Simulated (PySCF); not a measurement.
Sn(OMe)4, SMILES C[O][Sn]([O]C)([O]C)[O]C (C4H12O4Sn), GFN2-xTB optimised geometry.

```
21

C     -0.90    -3.67     2.31
O     -1.60    -2.60     1.72
Sn    -1.05    -1.71     0.00
O     -1.96     0.09     0.00
C     -2.19     0.86     1.15
O      0.96    -1.71     0.00
C      1.75    -1.56    -1.15
O     -1.60    -2.60    -1.72
C     -2.87    -2.46    -2.31
H     -1.40    -3.84     3.27
H      0.14    -3.41     2.50
H     -0.95    -4.58     1.71
H     -2.78     1.71     0.82
H     -1.25     1.23     1.59
H     -2.75     0.31     1.91
H      1.52    -2.30    -1.92
H      1.67    -0.56    -1.58
H      2.78    -1.71    -0.82
H     -3.65    -2.93    -1.71
H     -3.12    -1.42    -2.50
H     -2.79    -2.99    -3.27
```

Density from PBE0/def2-SVP, def2 effective core potentials past Kr (PySCF) at that geometry. The core electrons that the potentials of Sn replace are not part of the density.

Minimum of the electron density along straight lines between bonded atoms, close to the bond critical point (lines longer than 1.1 times the sum of covalent radii, or with two minima, are not listed):

| bond | length / Å | ρ at the minimum / e bohr⁻³ | ∇²ρ there / e bohr⁻⁵ | position (fraction from the first atom) |
|---|---|---|---|---|
| C1–O2 | 1.406 | 0.255 | -0.37 | 0.34 |
| O2–Sn3 | 2.013 | 0.100 | 0.50 | 0.49 |
| Sn3–O4 | 2.013 | 0.100 | 0.50 | 0.51 |
| O4–C5 | 1.406 | 0.255 | -0.37 | 0.66 |
| Sn3–O6 | 2.013 | 0.100 | 0.50 | 0.51 |
| O6–C7 | 1.406 | 0.255 | -0.37 | 0.66 |
| Sn3–O8 | 2.013 | 0.100 | 0.50 | 0.51 |
| O8–C9 | 1.406 | 0.255 | -0.37 | 0.66 |
| C1–H10 | 1.093 | 0.281 | -1.07 | 0.63 |
| C1–H11 | 1.091 | 0.282 | -1.07 | 0.63 |
| C1–H12 | 1.092 | 0.281 | -1.06 | 0.63 |
| C5–H13 | 1.093 | 0.281 | -1.07 | 0.63 |
| C5–H14 | 1.092 | 0.281 | -1.06 | 0.63 |
| C5–H15 | 1.091 | 0.282 | -1.07 | 0.63 |
| C7–H16 | 1.091 | 0.282 | -1.07 | 0.63 |
| C7–H17 | 1.092 | 0.281 | -1.06 | 0.63 |
| C7–H18 | 1.093 | 0.281 | -1.07 | 0.63 |
| C9–H19 | 1.092 | 0.281 | -1.06 | 0.63 |
| C9–H20 | 1.091 | 0.282 | -1.07 | 0.63 |
| C9–H21 | 1.093 | 0.281 | -1.07 | 0.63 |
